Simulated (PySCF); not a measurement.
# Sm⁴⁶⁺: ionisation energy

Sm⁴⁶⁺ [Ne] 3s2 3p4 (3P) → Sm⁴⁷⁺ [Ne] 3s2 3p3 (4S), as a difference of total energies. All numbers are calculated (PySCF 2.14, scalar relativity by spin-free X2C-1e, in an uncontracted even-tempered set (18 s from 9.2 bohr⁻², ratio 2.5; 12 p from 12 bohr⁻², ratio 2.5; 4 d from 52 bohr⁻², ratio 2.7; 4 f from 77 bohr⁻², ratio 2.7)). Correlated levels: outer shells: 1s2 frozen; virtual orbitals above 40 to 60 times the deepest correlated orbital energy dropped. The calculations carry no spin-orbit coupling.

| method | ionisation energy (eV) |
| --- | --- |
| UHF | 3908.0 |
| LDA | 3910.7 |
| PBE | 3911.7 |
| PBE0 | 3911.3 |
| r2SCAN | 3911.0 |
| M06-L | 3909.8 |
| PBEsol | 3910.8 |
| MP2 (outer shells) | 3909.1 |
| SCS-MP2 (outer shells) | 3909.1 |

Spin-orbit coupling is strong in these open shells (close to jj coupling). The scalar numbers leave it out and a first-order estimate fails, so it can dominate the gap to the real levels.

The ground level that NIST lists for one species does not belong to the high-spin term computed here, so part of any gap is the choice of state.

Breit and QED terms and the two-electron picture change are absent.

For comparison: 3873 ± 4 eV (theoretical estimate listed by NIST; NIST Atomic Spectra Database, ionization energies).
